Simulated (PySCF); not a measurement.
FH6NOSi2, SMILES [SiH2](N[SiH2]F)O.

The structure is a stationary point at B3LYP-D3(BJ)/def2-SVP. The structure was generated by enumeration, and PubChem lists no compound with its InChIKey, so it may never have been made. One conformer was computed; it need not be the lowest.

Calculation: PySCF with SMD-B3LYP/def2-SVP.

Solvation free energies are E(SMD) − E(gas) at the gas-phase geometry, for 1 M in both phases. In vacuum the dipole moment is 0.83 D.

Computed solvation free energies in water, chlorobenzene, ethanol:
```
solvent        ΔG(solv) (kcal/mol)  its non-electrostatic (CDS) part  dipole (D)
-------------  -------------------  --------------------------------  ----------
water                         -3.7                               4.2        1.07
chlorobenzene                 -3.9                               0.0        1.01
ethanol                       -6.6                               0.7        1.05
```
